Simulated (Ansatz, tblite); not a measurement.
Removing and adding an electron: Sn₁₄H₁₈Cl₂, a nanocrystal cut from the lattice of tin (2 of the caps Cl). Charge 0, multiplicity 1. Geometry: r2SCAN-D4/def2-SVP. Ansatz, gas phase; energy differences of separate SCF runs; the oxidised species was run as a doublet alone; the reduced species was run as a doublet alone.

```xyz
34

Sn   -0.822    3.471   -2.282
Sn   -0.193   -4.123   -0.247
Sn   -2.627   -0.333   -0.421
Sn    1.626   -0.430   -2.095
Sn    2.792    3.130    0.588
Sn    0.938   -0.668    2.421
Sn   -1.515    3.227    2.288
Sn    1.515   -3.229   -2.285
Sn   -0.936    0.669   -2.426
Sn    0.191    4.124    0.251
Sn   -2.793   -3.130   -0.588
Sn    0.821   -3.469    2.285
Sn   -1.625    0.429    2.088
Sn    2.628    0.333    0.414
Cl   -0.301   -6.518   -0.390
Cl    0.300    6.520    0.392
H    -2.388    4.149   -2.490
H     0.205    4.096   -3.510
H    -4.199    0.352   -0.624
H     2.664    0.194   -3.325
H     3.827    3.752   -0.636
H     3.418    3.605    2.117
H     1.556   -0.188    3.960
H    -3.081    3.909    2.097
H    -0.905    3.697    3.826
H     0.909   -3.707   -3.821
H     3.081   -3.910   -2.088
H    -1.555    0.195   -3.966
H    -3.418   -3.609   -2.116
H    -3.830   -3.747    0.636
H    -0.204   -4.092    3.517
H     2.386   -4.151    2.491
H    -2.664   -0.198    3.317
H     4.201   -0.350    0.618
```

In the def2 sets Sn takes a core potential; there is no spin–orbit coupling. The xTB rows come from tblite. Single mean-field runs in def2-SVP are fitted with def2-universal-jkfit.

```tsv
level	−HOMO (eV)	vertical IE (eV)	−LUMO (eV)	vertical EA (eV)	HOMO–LUMO gap (eV)	IE − EA (eV)
GFN1-xTB	10.72	12.08	9.16	7.84	1.56	4.24
GFN2-xTB	10.92	12.22	9.88	8.62	1.04	3.59
PBE-D4/def2-SVP	6.02	–	3.00	1.69	3.02	–
PBE0-D4/def2-SVP	6.93	7.96	2.28	1.37	4.65	6.59
r2SCAN0-D4/def2-SVP	7.09	8.07	2.24	1.33	4.85	6.74
```

Relaxing the reduced species (r2SCAN-D4/def2-SVP) changes its energy by -0.58 eV at PBE-D4/def2-SVP, so the adiabatic electron affinity to this nearest minimum is 2.26 eV. At PBE0-D4/def2-SVP it is 2.07 eV.  Run but left out: PBE-D4/def2-SVP (charge +1 doublet: an occupied level 0.06 eV above an empty one).   Raw xTB energy differences between charge states are shifted by several eV; the methods need an empirical correction for them. Sets without diffuse functions give affinities that are too small.
